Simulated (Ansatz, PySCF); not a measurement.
Members of the series CXY, Y = hydroxy; each row names its spin state. Isolated molecules, 0 K electronic values unless said otherwise. One relaxed conformer stands for each flexible species; it need not be the lowest. Strings in code marks are SMILES.

Quantity: adiabatic spin-state energy, in kJ/mol. HF references are unrestricted for open shells and restricted for singlets. The restricted reference of `O[C]S` and `[CH]O` is unstable towards unrestricted orbitals.

Level 1: frozen-core CCSD(T)/cc-pVDZ // PBE0-D3(BJ)/def2-TZVP (Ansatz, a program for electronic structure)
Level 2: HSE06/cc-pVTZ // PBE0-D3(BJ)/def2-TZVP (Ansatz)
Level 3: PBE0/cc-pVTZ // PBE0-D3(BJ)/def2-TZVP (Ansatz)
Level 4: HF/6-31G* // PBE0-D3(BJ)/def2-TZVP (PySCF)

```json
[
 {"species": "`N[C]O`: multiplicity 3 minus multiplicity 1", "level 1": "[?]", "level 2": "[?]", "level 3": "222.6", "level 4": "159.8"},
 {"species": "`B[C]O`: multiplicity 3 minus multiplicity 1", "level 1": "75.4", "level 2": "[?]", "level 3": "71.6", "level 4": "-17.60"},
 {"species": "`O[C]S`: multiplicity 3 minus multiplicity 1", "level 1": "[?]", "level 2": "122.0", "level 3": "121.5", "level 4": "50.7"},
 {"species": "`[CH]O`: multiplicity 3 minus multiplicity 1", "level 1": "89.1", "level 2": "62.5", "level 3": "62.1", "level 4": "0.28"},
 {"species": "`O[C]O`: multiplicity 3 minus multiplicity 1", "level 1": "[?]", "level 2": "219.9", "level 3": "219.6", "level 4": "154.5"}
]
```

### Question
Fill in the missing entries.

### Answer

- `N[C]O`: multiplicity 3 minus multiplicity 1, level 1: 240.7
- `N[C]O`: multiplicity 3 minus multiplicity 1, level 2: 222.7
- `B[C]O`: multiplicity 3 minus multiplicity 1, level 2: 72.2
- `O[C]S`: multiplicity 3 minus multiplicity 1, level 1: 145.5
- `O[C]O`: multiplicity 3 minus multiplicity 1, level 1: 246.5
